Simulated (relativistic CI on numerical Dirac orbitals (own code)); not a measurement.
What each ingredient does to the levels of K XII

Base calculation: Dirac-Coulomb-Breit CI, separate exchange-only KLI orbitals for each configuration, a model potential for QED, unscaled Slater integrals.

CI space (outside the closed core 1s2): 2s2 2p4, 2s 2p5, 2p6, 2s2 2p3 3s, 2p5 3s, 2s2 2p3 3p, 2p5 3p, 2p5 3d, 2s2 2p3 3d, 2s 2p4 3s, 2s 2p4 3p, 2s 2p4 3d, 2s2 2p3 4s, 2s2 2p3 4p, 2s2 2p3 4d, 2s2 2p3 4f. Levels of other configurations are missing.

The lowest level and the first level of each name with at least 55 % of one term (blank where a level has no safe partner in the second run):

```csv
Level,Base (eV),Shift (eV)
2s2 2p4 3P_2,0.000,0.000
2s2 2p4 3P_1,2.336,+0.019
2s2 2p4 3P_0,2.867,-0.029
2s2 2p4 1D_2,10.186,-0.824
2s2 2p4 1S_0,20.176,-1.426
2s 2p5 3P°_2,71.870,+0.324
2s 2p5 3P°_1,73.830,+0.315
2s 2p5 3P°_0,74.962,+0.324
2s 2p5 1P°_1,99.902,-2.316
2p6 1S_0,169.545,-0.929
2s2 2p3 3s 5S°_2,357.867,+1.143
2s2 2p3 3s 3S°_1,362.666,+0.630
2s2 2p3 3s 3D°_1,372.068,-0.342
2s2 2p3 3s 3D°_2,372.144,-0.340
2s2 2p3 3s 3D°_3,372.596,-0.307
2s2 2p3 3s 1D°_2,374.674,-0.556
2s2 2p3 3p 5P_1,376.369,+1.205
2s2 2p3 3p 5P_2,376.547,+1.201
2s2 2p3 3p 5P_3,376.946,+1.211
2s2 2p3 3s 3P°_0,378.979,-0.688
2s2 2p3 3s 3P°_1,379.241,-0.681
2s2 2p3 3s 3P°_2,380.039,-0.625
```

At this charge energies of transitions that change n are usually good to better than 1 %, and those within a shell (Δn = 0) to a few per cent.

(1) One thing was changed in a second run, which moved the levels as shown. Which?
A. Breit term removed
B. valence Slater integrals scaled by 0.9
C. QED terms removed
D. configuration mixing switched off

## Answers

(1) B. Valence Slater integrals scaled by 0.9. Scaling acts on the splittings between terms and on the mixing, and leaves the fine structure of pure LS terms nearly alone; in jj coupling it moves the levels of one term differently.

LS names give the leading component of a level, which can be under half, so a name can repeat, a term be missing and a line seem to break the LS rules.
